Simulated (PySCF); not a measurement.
**Energy of Eu(2+) (europium, charge +2) between two integer charges**

The 4f alpha orbital of [Xe] 4f7 is emptied in steps (occupation f), with all orbitals relaxed, ending at [Xe] 4f6. Computed with PySCF 2.14 in def2-TZVP with the def2 core potential (28 electrons) (10s7p5d4f1g, 93 functions), with scalar relativity through the core potential. The exact energy is a straight line in f; departures are measured from the line between the end points of the same method.

```json
{"f": "1", "BLYP (eV)": "0.000"}
{"f": "0.75", "BLYP (eV)": "-1.604"}
{"f": "0.5", "BLYP (eV)": "-2.161"}
{"f": "0.25", "BLYP (eV)": "-1.638"}
{"f": "0", "BLYP (eV)": "0.000"}
```

```tsv
method	E(f=0) − E(f=1) (eV)	−ε at f=1 (eV)	−ε at f=0.5 (eV)
BLYP	26.194	17.738	26.103
```

Orbital energy along the path (eV):

```
   f     BLYP
   1  -17.738
0.75  -21.847
 0.5  -26.103
0.25  -30.496
   0  -35.015
```

Reference removal energy between the ground levels: 24.84 ± 0.03 eV (semi-empirical (NIST evaluation); NIST Atomic Spectra Database, ionization energies). The calculation has no spin-orbit coupling. The determinant left behind need not be the lowest term of the ion.
